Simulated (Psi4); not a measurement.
C4H10O, charge -1, doublet, at the geometry of the source list (a state made from the parent by changing its charge; the spin is typed, not shown lowest) (a gas-phase anion, which may not be bound at this level); HF/STO-3G run with Psi4.

The Psi4 input:
```
memory 2 GB

molecule mol {
-1 2
  C    -2.190600   -0.095300    0.218000
  C    -0.858500   -0.043400   -0.519600
  C     0.318500    0.018700    0.448800
  C     1.656000    0.070900   -0.280600
  O     2.690100    0.126600    0.681200
  H    -2.236900   -0.973200    0.857800
  H    -3.016900   -0.139200   -0.487100
  H    -2.315300    0.787600    0.840100
  H    -0.837200    0.833500   -1.170700
  H    -0.758800   -0.927800   -1.153100
  H     0.236900    0.903200    1.081900
  H     0.315200   -0.856800    1.099500
  H     1.690000    0.957400   -0.931500
  H     1.769200   -0.821900   -0.913700
  H     3.538400    0.159800    0.229000
}

set basis sto-3g
set reference uhf

energy('scf')
print_variables()
```

The log (banner, timings and long lists left out):

```
   => Loading Basis Set <=

    Name: STO-3G
    Role: ORBITAL
    Keyword: BASIS

         ---------------------------------------------------------
                                   SCF
               by Justin Turney, Rob Parrish, Andy Simmonett
                          and Daniel G. A. Smith
                              UHF Reference
         ---------------------------------------------------------

  ==> Geometry <==

    Molecular point group: c1
    Full point group: C1

    Geometry (in Angstrom), charge = -1, multiplicity = 2:

       Center              X                  Y                   Z               Mass
    ------------   -----------------  -----------------  -----------------  -----------------
         C           -2.575417893004    -0.113629857168     0.099970086022    12.000000000000
         C           -1.243317893004    -0.061729857168    -0.637629913978    12.000000000000
         C           -0.066317893004     0.000370142832     0.330770086022    12.000000000000
         C            1.271182106996     0.052570142832    -0.398629913978    12.000000000000
         O            2.305282106996     0.108270142832     0.563170086022    15.994914619570
         H           -2.621717893004    -0.991529857168     0.739770086022     1.007825032230
         H           -3.401717893004    -0.157529857168    -0.605129913978     1.007825032230
         H           -2.700117893004     0.769270142832     0.722070086022     1.007825032230
         H           -1.222017893004     0.815170142832    -1.288729913978     1.007825032230
         H           -1.143617893004    -0.946129857168    -1.271129913978     1.007825032230
         H           -0.147917893004     0.884870142832     0.963870086022     1.007825032230
         H           -0.069617893004    -0.875129857168     0.981470086022     1.007825032230
         H            1.305182106996     0.939070142832    -1.049529913978     1.007825032230
         H            1.384382106996    -0.840229857168    -1.031729913978     1.007825032230
         H            3.153582106996     0.141470142832     0.110970086022     1.007825032230

  Running in c1 symmetry.

  Rotational constants: A =      0.62980  B =      0.06650  C =      0.06298 [cm^-1]
  Rotational constants: A =  18880.97919  B =   1993.56570  C =   1887.98394 [MHz]
  Nuclear repulsion =  185.573625376258661

  Charge       = -1
  Multiplicity = 2
  Electrons    = 43
  Nalpha       = 22
  Nbeta        = 21

  ==> Algorithm <==

  SCF Algorithm Type is DF.
  DIIS enabled.
  MOM disabled.
  Fractional occupation disabled.
  Guess Type is SAD.
  Energy threshold   = 1.00e-06
  Density threshold  = 1.00e-06
  Integral threshold = 1.00e-12

  ==> Primary Basis <==

  Basis Set: STO-3G
    Blend: STO-3G
    Number of shells: 25
    Number of basis functions: 35
    Number of Cartesian functions: 35
    Spherical Harmonics?: true
    Max angular momentum: 1

   => Loading Basis Set <=

    Name: (STO-3G AUX)
    Role: JKFIT
    Keyword: DF_BASIS_SCF

  ==> Integral Setup <==

  SCF_SUBTYPE=INCORE selected. In-core MEM_DF algorithm will be used.
  Using in-core AOs.

  ==> MemDFJK: Density-Fitted J/K Matrices <==

    J tasked:                   Yes
    K tasked:                   Yes
    wK tasked:                   No
    Algorithm:                 Core
    Schwarz Cutoff:           1E-12
    Mask sparsity (%):       1.6327
    Fitting Condition:        1E-10

   => Auxiliary Basis Set <=

  Basis Set: (STO-3G AUX)
    Blend: DEF2-UNIVERSAL-JKFIT
    Number of shells: 185
    Number of basis functions: 557
    Number of Cartesian functions: 649
    Spherical Harmonics?: true
    Max angular momentum: 4

  Minimum eigenvalue in the overlap matrix is 1.9908355433E-01.
  Reciprocal condition number of the overlap matrix is 7.6725612997E-02.
    Using symmetric orthogonalization.

  ==> Pre-Iterations <==

  SCF Guess: Superposition of Atomic Densities via on-the-fly atomic UHF (no occupation information).

   -------------------------
    Irrep   Nso     Nmo
   -------------------------
     A         35      35
   -------------------------
    Total      35      35
   -------------------------

  ==> Iterations <==

                           Total Energy        Delta E     RMS |[F,P]|

   @DF-UHF iter SAD:  -224.95378248855195   -2.24954e+02   0.00000e+00
   @DF-UHF iter   1:  -228.67180112583057   -3.71802e+00   9.65351e-03 ADIIS/DIIS
   @DF-UHF iter   2:  -228.76066869156455   -8.88676e-02   2.16971e-03 ADIIS/DIIS
   @DF-UHF iter   3:  -228.76711023644160   -6.44154e-03   9.41803e-04 ADIIS/DIIS
   @DF-UHF iter   4:  -228.76911759725778   -2.00736e-03   4.52890e-04 ADIIS/DIIS
   @DF-UHF iter   5:  -228.76995235157023   -8.34754e-04   2.93521e-04 ADIIS/DIIS
   @DF-UHF iter   6:  -228.77040285576004   -4.50504e-04   1.27844e-04 ADIIS/DIIS
   @DF-UHF iter   7:  -228.77049622179555   -9.33660e-05   7.96170e-05 DIIS
   @DF-UHF iter   8:  -228.77053612437686   -3.99026e-05   4.49131e-05 DIIS
   @DF-UHF iter   9:  -228.77055485683019   -1.87325e-05   2.06632e-05 DIIS
   @DF-UHF iter  10:  -228.77055917189770   -4.31507e-06   9.67910e-06 DIIS
   @DF-UHF iter  11:  -228.77055999767578   -8.25778e-07   5.04502e-06 DIIS
   @DF-UHF iter  12:  -228.77056016283137   -1.65156e-07   2.57917e-06 DIIS
   @DF-UHF iter  13:  -228.77056020216759   -3.93362e-08   1.27988e-06 DIIS
   @DF-UHF iter  14:  -228.77056021195818   -9.79060e-09   6.25855e-07 DIIS
  Energy and wave function converged.

  ==> Post-Iterations <==

   @Spin Contamination Metric:   1.410109687E-02
   @S^2 Expected:                7.500000000E-01
   @S^2 Observed:                7.641010969E-01
   @S   Expected:                5.000000000E-01
   @S   Observed:                5.000000000E-01

    Orbital Energies [Eh]
    ---------------------

    Alpha Occupied:

       1A    -19.775450     2A    -10.874054     3A    -10.833740
       4A    -10.782345     5A    -10.695055     6A     -0.939406
       7A     -0.837432     8A     -0.714054     9A     -0.595125
      10A     -0.513272    11A     -0.426328    12A     -0.388510
      13A     -0.337829    14A     -0.314615    15A     -0.292992
      16A     -0.269821    17A     -0.229489    18A     -0.208923
      19A     -0.169993    20A     -0.089922    21A      0.003052
      22A      0.476666

    Alpha Virtual:

      23A      0.798801    24A      0.811870    25A      0.850670
      26A      0.889951    27A      0.896073    28A      0.942188
      29A      0.951783    30A      0.978457    31A      0.983398
      32A      1.014527    33A      1.018293    34A      1.080862
      35A      1.095612

    Beta Occupied:

       1A    -19.750145     2A    -10.873533     3A    -10.828923
       4A    -10.782382     5A    -10.680100     6A     -0.866279
       7A     -0.828707     8A     -0.703176     9A     -0.583922
      10A     -0.497091    11A     -0.423898    12A     -0.383313
      13A     -0.333824    14A     -0.307474    15A     -0.263826
      16A     -0.261781    17A     -0.212129    18A     -0.200066
      19A     -0.134955    20A     -0.032438    21A      0.033866

    Beta Virtual:

      22A      0.801369    23A      0.812872    24A      0.853836
      25A      0.891792    26A      0.899642    27A      0.934990
      28A      0.949567    29A      0.984606    30A      0.990832
      31A      1.020425    32A      1.049181    33A      1.088919
      34A      1.093145    35A      1.167353

    Final Occupation by Irrep:
              A
    DOCC [    21 ]
    SOCC [     1 ]
    NA   [    22 ]
    NB   [    21 ]

  @DF-UHF Final Energy:  -228.77056021195818

   => Energetics <=

    Nuclear Repulsion Energy =            185.5736253762586614
    One-Electron Energy =                -690.9655128045316133
    Two-Electron Energy =                 276.6213272163147963
    Total Energy =                       -228.7705602119581840

  UHF NO Occupations:
  HONO-2 :   20  A 1.9984748
  HONO-1 :   21  A 1.9958460
  HONO-0 :   22  A 1.0000000
  LUNO+0 :   23  A 0.0041540
  LUNO+1 :   24  A 0.0015252
  LUNO+2 :   25  A 0.0007058
  LUNO+3 :   26  A 0.0003497

Computation Completed

Properties will be evaluated at   0.000000,   0.000000,   0.000000 [a0]

Properties computed using the SCF density matrix

 Multipole Moments:

 ------------------------------------------------------------------------------------
     Multipole            Electronic (a.u.)      Nuclear  (a.u.)        Total (a.u.)
 ------------------------------------------------------------------------------------

 L = 1.  Multiply by 2.5417464519 to convert [e a0] to [Debye]
 Dipole X            :          2.6810435           -5.1108616           -2.4298182
 Dipole Y            :          0.1331421           -0.2438767           -0.1107346
 Dipole Z            :          1.3577140           -1.6173342           -0.2596202
 Magnitude           :                                                    2.4461564

 ------------------------------------------------------------------------------------

  Variable Map:
  ----------------------------------------------------------------------------
  "CURRENT ENERGY"           =>    -228.770560211958
  "CURRENT REFERENCE ENERGY" =>    -228.770560211958
  "DD SOLVATION ENERGY"      =>       0.000000000000
  "HF KINETIC ENERGY"        =>     229.708811913111
  "HF POTENTIAL ENERGY"      =>    -458.479372125069
  "HF TOTAL ENERGY"          =>    -228.770560211958
  "HF VIRIAL RATIO"          =>       1.995915473624
  "NUCLEAR REPULSION ENERGY" =>     185.573625376259
  "ONE-ELECTRON ENERGY"      =>    -690.965512804532
  "PCM POLARIZATION ENERGY"  =>       0.000000000000
  "PE ENERGY"                =>       0.000000000000
  "SCF ITERATION ENERGY"     =>    -228.770560211958
  "SCF ITERATIONS"           =>      14.000000000000
  "SCF TOTAL ENERGY"         =>    -228.770560211958
  "TWO-ELECTRON ENERGY"      =>     276.621327216315

  Array Variable Map:
  ----------------------------------------------------------------------------
  "CURRENT DIPOLE"           =>      -2.429818174773 ... -0.259620206503 1 by 3
  "SCF DIPOLE"               =>      -2.429818174773 ... -0.259620206503 1 by 3
  "SCF TOTAL ENERGIES"       =>    -224.953782488552 ... -228.770560211958 1 by 15
```
